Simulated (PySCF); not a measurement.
A GIAO shielding run with PySCF 2.14 (density fitting, non-relativistic, gas phase) on SMILES N[Si@@H](C[SiH3])N1CCCC1, C₅H₁₆N₂Si₂:

```
$ OMP_NUM_THREADS=1 python probes_run.py task.json out

{"job": {"kind": "nmr", "xc": "PBE0", "basis": "pcSseg-1"}, "charge": 0, "multiplicity": 1}
N      1.109874    -0.706705     1.969003
Si     0.714625     0.164475     0.529376
C      1.975275     0.085383    -0.892683
Si     3.740115     0.472203    -0.342703
N     -0.716925    -0.619317    -0.019044
C     -1.825615    -0.819711     0.886761
C     -2.815718     0.311746     0.567724
C     -2.514407     0.661968    -0.899684
C     -1.349379    -0.272703    -1.270805
H      1.011393    -1.709449     1.945834
H      1.975298    -0.465887     2.422170
H      0.598448     1.561171     0.990695
H      1.693967     0.789142    -1.675198
H      1.949044    -0.903626    -1.349991
H      4.661510     0.372117    -1.480192
H      3.813122     1.824990     0.213741
H      4.173809    -0.480010     0.686014
H     -2.286086    -1.792021     0.668987
H     -1.485014    -0.811105     1.918157
H     -2.619353     1.166342     1.213555
H     -3.847483    -0.002824     0.715657
H     -3.375094     0.500428    -1.546646
H     -2.206685     1.702700    -0.994203
H     -0.643060     0.183941    -1.959751
H     -1.742596    -1.189102    -1.730255
```

Hardware: 1 thread of an Arm Neoverse V2, shared host. The job also computes population analyses, field gradients, ring-centre shieldings.

Task: How large is the calculation?

Result: 88 electrons, 247 basis functions and 1317 auxiliary functions.

Task: How long does it take, and how much memory does it need?

Result: 50 s of wall time, with 13 SCF cycles and 4 response iterations; peak memory 1.2 GiB. Times on a shared host scatter by some tens of per cent.
